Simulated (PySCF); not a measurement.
## Static response to an electric field

Species: C8H16Si.
Cartesian coordinates in Å at the PBE0-D3(BJ)/def2-SVP level; atoms count from 1:
```
atom  x, y, z in Å
C1     2.018   -0.367    1.542
C2     1.566    0.056    0.354
C3     2.471    0.829   -0.566
C4     0.166   -0.208   -0.154
C5     0.214   -0.980   -1.484
C6    -0.750   -0.946    0.844
C7    -2.219   -0.732    0.474
C8    -2.465    0.778    0.323
Si9   -0.838    1.421   -0.413
H10    1.409   -0.957    2.230
H11    3.036   -0.133    1.866
H12    1.979    1.739   -0.952
H13    3.395    1.134   -0.056
H14    2.759    0.230   -1.446
H15    0.707   -1.957   -1.337
H16   -0.795   -1.171   -1.881
H17    0.764   -0.437   -2.266
H18   -0.491   -2.019    0.897
H19   -0.590   -0.532    1.854
H20   -2.448   -1.245   -0.475
H21   -2.883   -1.183    1.229
H22   -2.602    1.243    1.314
H23   -3.361    1.015   -0.269
H24   -0.276    2.585    0.342
H25   -0.928    1.800   -1.860
```

Level: wB97X-D/def2-SVPD (PySCF), static field, nuclei fixed, core orbitals frozen in the response. The polarisability tensor in these axes (au):

```
x   128.81  -0.52   3.90
y    -0.52 112.86  -7.75
z     3.90  -7.75 116.91
```

**Question.** Diagonalise the tensor; give its mean and Δα, where Δα² is half the sum of the squared differences of the eigenvalues.

**Answer.** Principal values 106.70, 121.39 and 130.50 au; mean 119.53 au = 17.71 Å³ = 19.71 × 10⁻⁴⁰ C²·m²/J; Δα = 20.80 au (17 % of the mean).

**Question.** What is the dipole moment, and where does it point?

**Answer.** (-0.51, -0.35, -0.23) D, 0.66 D in size, pointing from the negative to the positive side. Measured along this direction, the outermost atoms are H13 at the negative end and H20 at the positive end.

**Question.** In TDDFT the mean static polarisability is Σ f/ω² over all singlet excitations (ω in hartree). How much of it do the 10 lowest give? Their energies (eV) and oscillator strengths: 6.70, 0.2462; 6.94, 0.1484; 7.22, 0.0463; 7.62, 0.0343; 7.76, 0.0394; 7.85, 0.0083; 7.96, 0.0205; 8.08, 0.0030; 8.12, 0.0210; 8.17, 0.0174.

**Answer.** They add up to 8.72 au, 7.3 % of the 119.53 au; the largest single term is 4.06 au, from the state at 6.70 eV. Terms in order: 4.06, 2.28, 0.66, 0.44, 0.48, 0.10, 0.24, 0.03, 0.24, 0.19 au. Higher excitations give the rest. The strengths listed sum to 0.585.

**Question.** Orientational against electronic polarisability at 250 K (dilute gas, rigid molecules)?

**Answer.** In Gaussian units μ²/3kT = 4.25 Å³ against 17.71 Å³, a ratio of 0.24; the Debye molar polarisation (4π/3)N_A(α + μ²/3kT) is 55.4 cm³/mol, leaving out the vibrational part.

**Question.** Estimate the molar refractivity from the static electronic polarisability.

**Answer.** Lorentz–Lorenz: R = (4π/3)N_A α = 2.5225 cm³/(mol·Å³) × 17.71 Å³ = 44.7 cm³/mol, in the limit of long wavelengths.

**Question.** Give the eigenvalues of the traceless quadrupole moment Θ = ½Σq(3rr − r²1), origin at the centre of nuclear charge.

**Answer.** -3.10, -0.65, 3.75 D·Å. The values depend on the origin, since the dipole doesn't vanish. The electronic extent ⟨r²⟩ about the same centre is 1497 bohr², a root-mean-square distance of 2.32 Å for the 78 electrons.

**Question.** Rayleigh depolarisation ratio (linearly polarised light, static tensor)?

**Answer.** ρ = 3Δα²/(45ᾱ² + 4Δα²) = 1298.0/(642922 + 1730.7) = 0.00201.

One conformer (not necessarily the lowest) at the PBE0-D3(BJ)/def2-SVP geometry, without solvent, vibrations or thermal averaging.

The run behind these numbers computed excited states and ΔSCF ions as well. The run took 3.8 min wall (grids of density and orbitals included) on one thread of an Arm Neoverse V2, on a shared host, and the process peaked at 1.6 GiB of memory.
